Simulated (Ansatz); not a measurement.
Geometry optimisation, RKS B3LYP/STO-3G (Ansatz 0.2.0).

input.yaml

```yaml
crystal:
  periodic: [false, false, false]
  atoms:
    - { symbol: C, position_ang: [-0.6884, -2.012, 0.3898] }
    - { symbol: C, position_ang: [0.1367, -0.8262, -0.1481] }
    - { symbol: Si, position_ang: [1.7077, -0.5857, 0.7885] }
    - { symbol: Si, position_ang: [-0.6246, 0.886, -0.1179] }
    - { symbol: C, position_ang: [0.1987, 2.1295, -1.1631] }
    - { symbol: O, position_ang: [-2.2871, 0.7528, -0.6107] }
    - { symbol: H, position_ang: [-0.1756, -2.9212, 0.3404] }
    - { symbol: H, position_ang: [-1.009, -1.7899, 1.4113] }
    - { symbol: H, position_ang: [-1.6424, -2.0571, -0.1824] }
    - { symbol: H, position_ang: [0.3926, -1.0458, -1.1676] }
    - { symbol: H, position_ang: [1.4651, -0.2402, 2.2427] }
    - { symbol: H, position_ang: [2.5268, -1.8499, 0.7986] }
    - { symbol: H, position_ang: [2.542, 0.4857, 0.1649] }
    - { symbol: H, position_ang: [-0.8091, 1.3618, 1.3034] }
    - { symbol: H, position_ang: [0.3169, 1.7698, -2.1706] }
    - { symbol: H, position_ang: [1.1961, 2.3946, -0.7268] }
    - { symbol: H, position_ang: [-0.3528, 3.1044, -1.178] }
    - { symbol: H, position_ang: [-2.9311, 0.4548, 0.0776] }
basis:
  gaussian: { orbitals: STO-3G }
hamiltonian:
  xc: b3lyp
relax:
  f_tol: 0.015
  max_steps: 40
```

Run as:

```bash
$ ansatz run input.yaml --threads 1 --pin off --max-ram 2048MiB --backend cpu --events-out ev --progress --plain --runs-dir out
```

Task: Where does it end, and by what steps?

Result: The run converged. The force dipped under the threshold on the way, but the program's further checks kept it going. Limits of this set-up: minimal basis. After 12 steps the energy has fallen by 0.903 eV; H18 moved furthest, 0.51 Å.

```csv
step,energy less start (eV),largest force component (eV/Å),accepted
0,0.0000,4.458,yes
1,-0.7787,0.833,yes
2,-0.8812,0.235,yes
3,-0.8945,0.212,yes
4,-0.8853,0.410,no
5,-0.8985,0.103,yes
6,-0.9013,0.027,yes
7,-0.9019,0.012,yes
8,-0.9025,0.026,yes
9,-0.9027,0.022,yes
10,-0.9028,0.011,yes
11,-0.9029,0.010,yes
12,-0.9030,0.008,yes
```

```xyz
18
Properties=species:S:1:pos:R:3
C -0.728 -1.886 0.521
C 0.150 -0.752 -0.107
Si 1.831 -0.670 0.751
Si -0.775 0.905 -0.112
C 0.162 2.213 -1.076
O -2.306 0.788 -0.885
H -0.216 -2.861 0.478
H -0.957 -1.680 1.580
H -1.686 -1.998 -0.012
H 0.334 -1.032 -1.157
H 1.667 -0.298 2.137
H 2.485 -1.957 0.696
H 2.683 0.307 0.113
H -0.929 1.329 1.270
H 0.319 1.907 -2.118
H 1.147 2.409 -0.635
H -0.392 3.160 -1.089
H -2.826 0.126 -0.304
```

The run took 68 s on 1 thread of Arm Neoverse V1, with other jobs on the host, peak memory 0.14 GiB.
